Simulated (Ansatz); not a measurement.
Compare A (`NC1=C[SiH2]C1`) with its isomer B (`C[SiH](C)C#N`).

Gas-phase electronic energies from Ansatz, PBE0-D4/def2-TZVP geometries. CCSD(T)/CBS adds triple-zeta CCSD(T) − MP2 to the extrapolated MP2 energy (def2 sets, frozen cores). Functionals use def2-TZVPP. B3LYP here is the variant with VWN-RPA as its local correlation; programs differ in this. One conformer a species, not always the lowest.

(1) Which isomer does CCSD(T)/CBS put lower? Give the gap. (Best estimate.)

(2) Give E(B) − E(A) in kJ/mol with PBE-D4, r2SCAN-D4, LDA (SPW92), BLYP-D4, B2PLYP, ωB97M-V, B3LYP-D4. (Best estimate.)

(3) Does the order hold for the free energy at 298.15 K (harmonic terms from PBE0-D4)? (Best estimate.)

Largest T1 diagnostic: 0.012.

Results:

(1) Ansatz gave: B, by 143.1 kJ/mol.

(2) Computed: PBE-D4 -108.9, r2SCAN-D4 -123.6, LDA (SPW92) -58.5, BLYP-D4 -145.1, B2PLYP -150.2, ωB97M-V -134.8, B3LYP-D4 -138.2. None reverses the order clearly.

(3) The calculation gave: Yes: G(B) − G(A) = -155.6 kJ/mol, for one conformer each.

The D4 term adds +4.0 kJ/mol with B3LYP and +1.7 kJ/mol with PBE0; it sums over pairs of atoms, weighted by their polarisabilities, and B3LYP, whose exchange is more repulsive, gets the larger term. Leaving LDA and LC-ωPBE aside and taking each functional with its dispersion term where it has one, the values, not all of them listed here, spread over 45.2 kJ/mol, from B2PLYP to HSE06-D4. LDA lies +52.7 kJ/mol from PBE without D4.
